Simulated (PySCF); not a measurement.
Correlation energy of Si⁺ (silicon, charge +1)

[Ne] 3s1 3p2, 3s spin antiparallel (an excited configuration). Computed with PySCF 2.14 in dyall-acv3z, with the spin-free X2C one-electron Hamiltonian (Gaussian nucleus). Frozen: [Ne]; 3 electrons correlated; the 23 highest virtual orbitals of each spin left out.

MP2 pair energies summed by pair of shells (mhartree):

```tsv
pair	energy	share (%)
3s-3p	-60.25	90.3
3p-3p	-6.49	9.7
```

Total MP2 correlation energy: -66.74 mhartree.

Same-spin part -6.49 and opposite-spin part -60.25 mhartree; SCS-MP2 scales them by 1/3 and 6/5 to -74.46 mhartree.
